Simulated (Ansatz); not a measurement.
The lowest singlet and triplet of C3H2 (SMILES [C]=C=C); geometries from B3LYP-D3(BJ)/def2-TZVP, each state relaxed from the structure named, with no frequency check.
Singlet (charge 0, multiplicity 1):
```xyz
5

C      1.474    -0.021    -0.141
C      0.200    -0.003    -0.019
C     -1.114     0.016     0.107
H     -1.688     0.927    -0.041
H     -1.675    -0.879     0.363
```
Triplet (charge 0, multiplicity 3):
```xyz
5

C      1.4667    -0.1469    -0.1284
C      0.2105     0.1111    -0.0517
C     -1.1204     0.0329     0.1180
H     -1.7382     0.9102    -0.0330
H     -1.6025    -0.8931     0.4053
```

A positive gap puts the triplet lower; no zero-point energy. R- takes a restricted singlet. The triplet is unrestricted in single-reference levels. Active spaces average the two states.

Frozen-core correlation.

Programs: Ansatz (Gaussian basis) for Hartree–Fock, density functionals and correlated methods. Values without a source in brackets are computed.

Q: Predict the gap E(singlet) − E(triplet), adiabatic from SC-NEVPT2 on SA-CASSCF(6,6)/cc-pVDZ.

A: -30.1 kcal/mol

Q: What is the computed gap E(singlet) − E(triplet), adiabatic (R-B2PLYP/def2-TZVPP)?

A: -32.5 kcal/mol

Q: What gap E(singlet) − E(triplet), adiabatic does FIC-MRCISD+Q on SA-CASSCF(6,6)/cc-pVTZ give?

A: -31.4 kcal/mol

Ansatz is a quantum-chemistry and plane-wave program.
